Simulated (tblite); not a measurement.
Parent: `[N:1]#[C:2][C:3]1([F:4])[C:5]([F:6])=[C:7]1[F:8]`, C4F3N.

The geometries are computed with GFN2-xTB (gas phase). One conformer each, not checked by frequencies here.

| coordinate of the parent | value |
| --- | --- |
| N1≡C2 | 1.142 Å |
| C2–C3 | 1.435 Å |
| C3–F4 | 1.375 Å |
| C3–C5 | 1.507 Å |
| C5–F6 | 1.306 Å |
| C5=C7 | 1.300 Å |
| C7–F8 | 1.306 Å |
| C3–C7 | 1.507 Å |
| N1–C2–C3 | 178.9° |
| C2–C3–F4 | 112.5° |
| C2–C3–C5 | 122.3° |
| C2–C3–C7 | 122.3° |
| F4–C3–C5 | 117.8° |
| F4–C3–C7 | 117.8° |
| C5–C3–C7 | 51.1° |
| C3–C5–F6 | 144.4° |
| C3–C5–C7 | 64.5° |
| F6–C5–C7 | 151.1° |
| C5–C7–F8 | 151.1° |
| C3–C7–C5 | 64.5° |
| C3–C7–F8 | 144.4° |

**Question.** How does the shared frame change in `[N:1]#[C:2][CH2:3][C:4]1([F:5])[C:6]([F:7])=[C:8]1[F:9]` with C2–C3–C4–F5 -178°, C5H2F3N? Atoms pair as C2 = C3, C3 = C4, F4 = F5, C5 = C6, F6 = F7, C7 = C8, F8 = F9 (parent first).

**Answer.** 
```
  parent  relative  value in the relative  change
   C2–C3     C3–C4                1.519 Å  +0.084
   C3–F4     C4–F5                1.383 Å  +0.008
   C3–C5     C4–C6                1.494 Å  -0.013
   C5–F6     C6–F7                1.311 Å  +0.005
   C5=C7     C6=C8                1.303 Å  +0.003
   C7–F8     C8–F9                1.311 Å  +0.005
   C3–C7     C4–C8                1.494 Å  -0.013
C2–C3–F4  C3–C4–F5                 109.4°    -3.1
C2–C3–C5  C3–C4–C6                 125.5°    +3.2
C2–C3–C7  C3–C4–C8                 125.4°    +3.1
F4–C3–C5  F5–C4–C6                 117.2°    -0.6
F4–C3–C7  F5–C4–C8                 117.2°    -0.6
C5–C3–C7  C6–C4–C8                  51.7°    +0.6
C3–C5–F6  C4–C6–F7                 145.8°    +1.4
C3–C5–C7  C4–C6–C8                  64.2°    -0.3
F6–C5–C7  F7–C6–C8                 150.1°    -1.0
C5–C7–F8  C6–C8–F9                 150.1°    -1.0
C3–C7–C5  C4–C8–C6                  64.1°    -0.4
C3–C7–F8  C4–C8–F9                 145.7°    +1.3
```

Of the parent's bonds, C2–C3 changes most (+0.084 Å). Bonds of the relative outside the shared frame: N1≡C2 1.141, C2–C3 1.442 Å.
